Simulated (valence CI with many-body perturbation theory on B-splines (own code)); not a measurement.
E1 line list for Cu¹⁴⁺

Level of theory: valence CI with perturbative core correlation (CI+MBPT): five valence electrons over a frozen Dirac-Fock core [Ne], radial functions for each j: 11 s, 11 p, 10 d, 8 f, 5 g, 2 h, with the one-electron correlation potential Σ1, the two-electron term Σ2, the three-electron term Σ3, Breit, model QED; selected CI, second order for the rest, scaled by the run's own slope (own B-spline code, finite nucleus).

No measured spectrum was set against this ion. As an estimate, levels of excited configurations hold to 0.05 to 0.15 % of their energy, terms of the ground configuration to about 0.5 %. Among the levels kept, up to 3300 cm⁻¹ of a level comes from second order outside the variational space, and about a tenth of that is noise between levels of different J, which matters for small intervals.

Lines 51 to 100 of 568 in falling wavelength, among levels below 1307400 cm⁻¹, chosen from the strongest by gf and those to the six lowest levels. Wavelengths and rates use the calculated energies, so an error of 300 cm⁻¹ moves a line at 251.2 Å by 0.075 % and its rate by three times that or more. Electric multipoles are in the length gauge, E1 and E2 with the static RPA response of the core. Weak lines are less certain than strong ones. Lines between different terms over intervals too small for the method are left out, as are lines whose strength nearly cancels. Where a level lies close to another of its J and parity, the split of strength between their lines is uncertain. The highest levels of a list are the least certain.

Names give the largest LS component (configuration and term), which can be under half, so a name can repeat, a term be missing and a line seem to break the LS rules; names also repeat where a configuration has a term twice. Letters in brackets count levels of one name in rising energy.

```
λ vac (Å)                  Upper                  Lower   A (s⁻¹)  log gf  Branch %
    251.2  3s 3p3 3d 2F°_7/2 [d]  3s2 3p2 3d 2F_7/2 [b]  1.70e+09   -0.89       2.2
    250.0          3p4 3d 4D_5/2  3s 3p3 3d 4F°_7/2 [a]  9.07e+09   -0.29      51.0
    249.5  3s 3p3 3d 4F°_5/2 [b]      3s2 3p2 3d 4D_5/2  1.70e+09   -1.02      10.8
    248.8  3s 3p3 3d 2G°_7/2 [b]      3s2 3p2 3d 2G_7/2  6.07e+09   -0.35      19.0
    248.0          3p4 3d 4F_7/2      3s 3p3 3d 4G°_9/2  4.52e+09   -0.48      25.2
    247.2      3s 3p4 2S_1/2 [b]        3s2 3p3 2P°_3/2  9.36e+09   -0.77      86.2
    247.2  3s 3p3 3d 4D°_3/2 [d]  3s2 3p2 3d 2D_3/2 [a]  3.27e+09   -0.92       3.7
    246.9  3s 3p3 3d 2D°_5/2 [b]  3s2 3p2 3d 2D_5/2 [a]  2.72e+09   -0.83       3.5
    246.2          3p4 3d 4F_7/2      3s 3p3 3d 4G°_7/2  1.40e+09   -0.99       7.8
    246.2          3p4 3d 4D_3/2  3s 3p3 3d 4F°_5/2 [a]  9.55e+09   -0.46      54.2
    245.4  3s 3p3 3d 4F°_7/2 [b]      3s2 3p2 3d 4F_9/2  1.23e+09   -1.05      11.5
    245.0  3s 3p3 3d 2G°_9/2 [b]      3s2 3p2 3d 2G_9/2  1.36e+10    0.09      50.1
    244.7  3s 3p3 3d 2D°_3/2 [a]  3s2 3p2 3d 2F_5/2 [a]  4.50e+09   -0.79      34.4
    244.6  3s 3p3 3d 4F°_5/2 [b]      3s2 3p2 3d 4D_3/2  5.61e+09   -0.52      35.7
    244.3  3s 3p3 3d 4F°_9/2 [b]  3s2 3p2 3d 2F_7/2 [a]  3.29e+09   -0.53      30.7
    244.2  3s 3p3 3d 4D°_3/2 [d]  3s2 3p2 3d 4P_1/2 [b]  2.94e+09   -0.98       3.3
    244.2  3s 3p3 3d 4F°_9/2 [b]      3s2 3p2 3d 4F_9/2  3.76e+09   -0.47      35.0
    243.8  3s 3p3 3d 4D°_7/2 [b]  3s2 3p2 3d 2F_7/2 [a]  3.70e+09   -0.58      18.3
    243.4  3s 3p3 3d 4F°_3/2 [b]      3s2 3p2 3d 4D_3/2  3.40e+09   -0.92      23.1
    243.0  3s 3p3 3d 2D°_3/2 [d]  3s2 3p2 3d 2D_3/2 [b]  4.74e+09   -0.78       6.0
    243.0          3p4 3d 2P_3/2  3s 3p3 3d 2S°_1/2 [a]  3.23e+09   -0.94      21.1
    242.6  3s 3p3 3d 4F°_3/2 [b]      3s2 3p2 3d 4D_1/2  6.48e+09   -0.64      44.0
    241.8          3p4 3d 4D_1/2  3s 3p3 3d 4F°_3/2 [a]  1.22e+10   -0.67      66.4
    241.6  3s 3p3 3d 2D°_5/2 [a]      3s2 3p2 3d 4D_7/2  1.65e+09   -1.06       3.4
    241.5  3s 3p3 3d 4P°_3/2 [a]      3s2 3p2 3d 4F_5/2  3.12e+09   -0.96      20.0
    241.1  3s 3p3 3d 2P°_3/2 [d]  3s2 3p2 3d 2D_5/2 [c]  3.22e+09   -0.95       2.6
    241.1  3s 3p3 3d 2G°_9/2 [b]      3s2 3p2 3d 2G_7/2  1.29e+09   -0.95       4.8
    241.1  3s 3p3 3d 4D°_5/2 [b]      3s2 3p2 3d 4F_7/2  2.45e+09   -0.89      23.9
    240.8  3s 3p3 3d 2D°_5/2 [c]  3s2 3p2 3d 2D_5/2 [b]  2.48e+09   -0.89       3.1
    239.9  3s 3p3 3d 2P°_1/2 [c]  3s2 3p2 3d 2D_3/2 [c]  8.07e+09   -0.86       6.7
    239.7  3s 3p3 3d 4D°_3/2 [d]      3s2 3p2 3d 4P_3/2  3.56e+09   -0.91       4.0
    239.5  3s 3p3 3d 4D°_5/2 [d]      3s2 3p2 3d 4P_3/2  7.18e+09   -0.43       7.8
    239.3  3s 3p3 3d 2F°_5/2 [c]  3s2 3p2 3d 2D_3/2 [a]  2.13e+09   -0.96       3.1
    239.2  3s 3p3 3d 4D°_1/2 [d]  3s2 3p2 3d 4P_1/2 [a]  8.72e+09   -0.83       9.7
    238.8  3s 3p3 3d 4F°_5/2 [b]  3s2 3p2 3d 2F_5/2 [a]  2.73e+09   -0.85      17.4
    238.7  3s 3p3 3d 2F°_7/2 [b]      3s2 3p2 3d 2G_7/2  6.87e+09   -0.33      26.4
    238.6          3s 3p4 2D_3/2        3s2 3p3 4S°_3/2  4.51e+07   -2.81       0.8
    238.4      3s 3p4 2S_1/2 [b]        3s2 3p3 2P°_1/2  9.86e+08   -1.77       9.1
    238.4  3s 3p3 3d 2P°_3/2 [c]  3s2 3p2 3d 2D_5/2 [b]  3.51e+09   -0.92       2.7
    238.4  3s 3p3 3d 4F°_7/2 [b]      3s2 3p2 3d 4F_7/2  1.75e+09   -0.92      16.3
    238.2  3s2 3p2 3d 2P_3/2 [a]        3s2 3p3 2D°_5/2  1.01e+10   -0.46      81.8
    238.0          3p4 3d 4D_7/2  3s 3p3 3d 4D°_7/2 [a]  6.12e+09   -0.38      32.3
    237.8          3p4 3d 4D_5/2  3s 3p3 3d 4D°_5/2 [a]  4.40e+09   -0.65      24.7
    237.7          3p4 3d 4D_3/2  3s 3p3 3d 4D°_3/2 [a]  3.42e+09   -0.94      19.4
    236.9  3s 3p3 3d 4P°_5/2 [c]  3s2 3p2 3d 2F_7/2 [a]  2.21e+09   -0.95       4.9
    236.6  3s 3p3 3d 4D°_5/2 [c]      3s2 3p2 3d 4D_7/2  2.86e+09   -0.84       4.0
    236.1  3s 3p3 3d 2F°_5/2 [d]  3s2 3p2 3d 2D_5/2 [b]  6.43e+09   -0.49       8.1
    235.8          3s 3p4 2D_5/2        3s2 3p3 4S°_3/2  2.39e+07   -2.92       0.5
    235.7  3s 3p3 3d 4D°_5/2 [d]      3s2 3p2 3d 4P_5/2  5.36e+09   -0.57       5.8
    235.7  3s 3p3 3d 2F°_7/2 [a]  3s2 3p2 3d 2F_7/2 [a]  2.84e+09   -0.72      25.5
```
